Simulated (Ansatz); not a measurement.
Isolated molecules relaxed with PBE0-D4/def2-TZVP in Ansatz; ΔE leaves out vibrations. CCSD(T)/CBS adds triple-zeta CCSD(T) − MP2 to the extrapolated MP2 energy (def2 sets, frozen cores). This one scheme is used for every species. DFT in def2-TZVPP. B3LYP here is the variant with VWN-RPA as its local correlation; programs differ in this. Each species was taken in one conformer, which may not be the lowest.

Reaction (ligand exchange at the Si–C bond): `C=C([SiH3])[SiH3]` + `N=C=O` → `O=C=N[SiH3]` + `C=C[SiH3]`

`C=C([SiH3])[SiH3]`:

Z-matrix (Å, degrees):
```
Si
C 1 1.866
H 1 1.488 2 110.5
H 1 1.488 2 110.5 3 -118.9
H 1 1.488 2 109.4 3 120.6
Si 2 1.866 1 121.1 3 59.5
C 2 1.337 1 119.4 3 -120.5
H 6 1.488 2 109.4 1 179.6
H 6 1.488 2 110.5 1 -59.8
H 6 1.488 2 110.5 1 59.0
H 7 1.089 2 122.3 1 -180.0
H 7 1.089 2 122.3 1 0.0
```

`N=C=O`:

```xyz
4

N     0.523   -0.525    0.191
C    -0.183    0.291   -0.351
O    -0.785    1.053   -0.988
H     0.444   -0.819    1.148
```

`O=C=N[SiH3]`:

Cartesian coordinates in Å:
```
O -2.868 0.050 -0.973
C -1.765 0.031 -0.599
N -0.638 0.013 -0.217
Si 0.977 -0.017 0.331
H 1.881 -0.078 -0.841
H 1.172 -1.212 1.185
H 1.241 1.214 1.113
```

`C=C[SiH3]`:

Cartesian coordinates in Å:
```
C 1.540 0.121 0.004
C 0.419 -0.584 -0.128
Si -1.276 0.160 0.050
H 1.522 1.184 0.227
H 2.523 -0.329 -0.103
H 0.505 -1.647 -0.351
H -2.062 -0.009 -1.202
H -1.138 1.609 0.354
H -2.032 -0.504 1.147
```

```json
{"level": "r2SCAN-D4", "ΔE (kJ/mol)": "-80.0", "difference from CCSD(T)/CBS": "1.7"}
{"level": "PBE0-D4", "ΔE (kJ/mol)": "-76.7", "difference from CCSD(T)/CBS": "5.0"}
{"level": "B3LYP-D4", "ΔE (kJ/mol)": "-83.5", "difference from CCSD(T)/CBS": "-1.8"}
{"level": "ωB97X-V", "ΔE (kJ/mol)": "-83.3", "difference from CCSD(T)/CBS": "-1.6"}
{"level": "B2PLYP", "ΔE (kJ/mol)": "-88.6", "difference from CCSD(T)/CBS": "-6.9"}
{"level": "B3LYP", "ΔE (kJ/mol)": "-91.4", "difference from CCSD(T)/CBS": "-9.7"}
{"level": "CCSD/def2-TZVPP", "ΔE (kJ/mol)": "-86.3", "difference from CCSD(T)/CBS": "-4.6"}
{"level": "CCSD(T)/def2-TZVPP", "ΔE (kJ/mol)": "-81.2", "difference from CCSD(T)/CBS": "0.5"}
{"level": "HF/def2-QZVPP", "ΔE (kJ/mol)": "-110.1", "difference from CCSD(T)/CBS": "-28.4"}
{"level": "HF/CBS(def2)", "ΔE (kJ/mol)": "-110.2", "difference from CCSD(T)/CBS": "-28.5"}
{"level": "CCSD(T)/CBS", "ΔE (kJ/mol)": "-81.7", "difference from CCSD(T)/CBS": "0"}
```

Largest T1 diagnostic among the species: 0.018.

The D4 term adds +7.9 kJ/mol with B3LYP and +4.4 kJ/mol with PBE0; it sums over pairs of atoms, weighted by their polarisabilities, and B3LYP, whose exchange is more repulsive, gets the larger term. In def2-TZVPP, CCSD(T) changes the Hartree–Fock value by +28.4 kJ/mol (the triples alone add +5.1 kJ/mol) and MP2 by +26.3 kJ/mol.
